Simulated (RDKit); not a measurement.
Input file for RDKit: UFF on H2 (SMILES [H][H]).

```python
from rdkit import Chem
from rdkit.Chem import AllChem, rdDetermineBonds

blocks = [
'''2

H     0.00000000    0.00000000    0.37198582
H    -0.00000000   -0.00000000   -0.37198582
''',
]
mol = None
for b in blocks:
    f = Chem.MolFromXYZBlock(b)
    rdDetermineBonds.DetermineBonds(f, charge=0)
    mol = f if mol is None else Chem.CombineMols(mol, f)
Chem.SanitizeMol(mol)
print(Chem.MolToSmiles(Chem.RemoveHs(mol)))
ff = AllChem.UFFGetMoleculeForceField(mol, vdwThresh=100.0, ignoreInterfragInteractions=False)
e = ff.CalcEnergy()
print(f'UFF energy {e:.6f} kcal/mol')
```

The log:

```
[H][H]
UFF energy 0.613758 kcal/mol
```

The run finished.

Cost: roughly 0.04 core-seconds.
